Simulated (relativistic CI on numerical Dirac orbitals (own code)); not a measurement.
# Ligand-field terms of d3

Computed with a parametric ligand-field model of a d^n configuration (Racah B and C, spin-orbit zeta, crystal field), exact diagonalisation.

Field parameters in Wybourne normalisation: Td as Oh with Dq negative (B⁴₀ = 21Dq, B⁴₄ = √(5/14) B⁴₀). The field is a parameter set, without covalency.

**Question.** Ground term and bands for B = 330, C = 1240, ζ = 0 cm⁻¹, Td, 10Dq = -1520 cm⁻¹?

**Answer.** Ground term 4T1 with 1.87 electrons in the two orbitals of the cubic e set. Spin-allowed: 4T2 1278 cm⁻¹, 4A2 2798 cm⁻¹, 4T1 5987 cm⁻¹ (1670 nm). Lowest spin-forbidden: 2E 4432 cm⁻¹ (2256 nm), 2T2 5451 cm⁻¹ (1835 nm), 2T1 5477 cm⁻¹ (1826 nm).

**Question.** Ground term and bands for B = 330, C = 1240, ζ = 0 cm⁻¹, Td, 10Dq = -330 cm⁻¹?

**Answer.** Ground term 4T1 with 1.82 electrons in the two orbitals of the cubic e set. Spin-allowed: 4T2 267 cm⁻¹, 4A2 597 cm⁻¹, 4T1 5155 cm⁻¹ (1940 nm). Lowest spin-forbidden: 2E 5141 cm⁻¹ (1945 nm), 2T2 5166 cm⁻¹ (1936 nm), 2T1 5232 cm⁻¹ (1911 nm).

**Question.** Ground term and bands for B = 330, C = 1240, ζ = 0 cm⁻¹, Td, 10Dq = -5680 cm⁻¹?

**Answer.** Ground term 4T1 with 1.95 electrons in the two orbitals of the cubic e set. Spin-allowed: 4T2 5122 cm⁻¹ (1952 nm), 4T1 9513 cm⁻¹ (1051 nm), 4A2 10802 cm⁻¹ (926 nm). Lowest spin-forbidden: 2E 438 cm⁻¹, 2T1 5384 cm⁻¹ (1857 nm), 2T2 5578 cm⁻¹ (1793 nm).

**Question.** Ground term and bands for B = 330, C = 1240, ζ = 0 cm⁻¹, Td, 10Dq = -4780 cm⁻¹?

**Answer.** Ground term 4T1 with 1.95 electrons in the two orbitals of the cubic e set. Spin-allowed: 4T2 4267 cm⁻¹ (2344 nm), 4T1 8703 cm⁻¹ (1149 nm), 4A2 9047 cm⁻¹ (1105 nm). Lowest spin-forbidden: 2E 1324 cm⁻¹, 2T1 5412 cm⁻¹ (1848 nm), 2T2 5582 cm⁻¹ (1791 nm).

**Question.** Ground term and bands for B = 330, C = 1240, ζ = 0 cm⁻¹, Td, 10Dq = -3600 cm⁻¹?

**Answer.** Ground term 4T1 with 1.93 electrons in the two orbitals of the cubic e set. Spin-allowed: 4T2 3161 cm⁻¹ (3164 nm), 4A2 6761 cm⁻¹ (1479 nm), 4T1 7671 cm⁻¹ (1304 nm). Lowest spin-forbidden: 2E 2479 cm⁻¹, 2T1 5452 cm⁻¹ (1834 nm), 2T2 5576 cm⁻¹ (1793 nm).
